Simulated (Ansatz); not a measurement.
## From B to In: the HOMO–LUMO gap

One atom is swapped for its congeners: C2HBF2 `C#CB(F)F`; C2HAlF2 `C#[C][Al]([F])[F]`; C2HF2Ga `C#[C][Ga]([F])[F]`; C2HF2In `C#[C][In]([F])[F]`. All are singlets with charge 0.

Shapes, held fixed at every level: PBE0-D4/def2-TZVP. Programs: Ansatz 0.2.0. Values in eV.

| level | C2HBF2 | C2HAlF2 | C2HF2In |
| --- | --- | --- | --- |
| SPW92/def2-TZVPP | 5.08 | 5.35 | 4.77 |
| r2SCAN-D4/def2-TZVPP | 5.68 | 5.92 | 5.38 |
| BHLYP-D4/def2-TZVPP | 9.59 | 9.39 | 8.94 |
| PBE0-D4/def2-TZVPP | 7.42 | 7.50 | 7.09 |
| wB97M-V/def2-TZVPP | 11.87 | 11.59 | 11.12 |
| wB97X-V/def2-TZVPP | 12.12 | 11.95 | 11.50 |

(1) Estimate the column for C2HF2Ga from its neighbours.

Answers

(1) The mean of the neighbours at wB97X-V/def2-TZVPP is 11.72 eV, against 11.85 from the run: the member lies nearer Al. All rows: SPW92/def2-TZVPP 5.21; r2SCAN-D4/def2-TZVPP 5.76; BHLYP-D4/def2-TZVPP 9.27; PBE0-D4/def2-TZVPP 7.39; wB97M-V/def2-TZVPP 11.54; wB97X-V/def2-TZVPP 11.85 eV. At wB97X-V/def2-TZVPP the HOMO–LUMO gap falls at every step, from 12.12 to 11.50 eV. 3 of 6 levels show this order throughout; 3 agree on the largest and the smallest. For atoms past krypton def2 sets carry core potentials with scalar relativity. Relativity is left out for Ga unless named. Orbital gaps aren't excitation energies, and the LUMO depends on the basis.
